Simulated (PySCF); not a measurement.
NMR data simulated for an unnamed compound:

¹H NMR (600 MHz, computed): δ 6.02 (m, 1H), 4.98 (s, 3H), 4.89 (m, 1H), 4.84 (m, 1H), 2.25 (s, 1H).

¹³C{¹H} NMR (computed): δ 189.2 (C), 142.6 (CH), 104.9 (CH), 87.5 (C).

Equivalent nuclei averaged, no relativistic terms, no solvent model, a single conformation. PBE0/pcSseg-1 with gauge-including orbitals; GFN2-xTB structure; PySCF 2.14.0 with density-fitted response routines.

References, each an isolated molecule treated in the same way: ¹H, ¹³C vs TMS.

Which of these does the molecule contain: a three-membered ring, a carboxylic acid, an N-methyl group, a Si–H bond, a non-aromatic C=C double bond, a C≡C triple bond?

Results:


- A three-membered ring: no.
- A carboxylic acid: no.
- An N-methyl group: no.
- A Si–H bond: yes (δH 4.98 (s)).
- A non-aromatic C=C double bond: yes.
- A C≡C triple bond: yes (δC 104.9, 87.5; δH 2.25 (s)).

The data belong to SMILES C#C[Si@@]1(F)C=C(O[SiH3])[SiH2]1, C4H7FOSi3; they needn't prove each group on their own.

Carbon signals by region: 1 in the far downfield region (above 160 ppm), 2 in the sp2 and nitrile region (100–160 ppm), 1 at 50–100 ppm. Above 160 ppm: 189.2, alkene carbon bearing oxygen.

Splittings by ¹⁹F in the carbon and heteronuclear signals aren't shown, as no couplings were computed. Shifts are as computed. Against solution values, carbons near 30 ppm lie about +3 ppm off and those near 130 ppm about +5 ppm. Of 1309 compounds with measured shifts, 239 miss one by over three times the rms of a fit or turn the order of signals round; such compounds aren't used in these exercises. Multiplicities follow the n + 1 count of equivalent neighbours, as no J values were calculated; m marks all less simple cases, F and P coupling included.
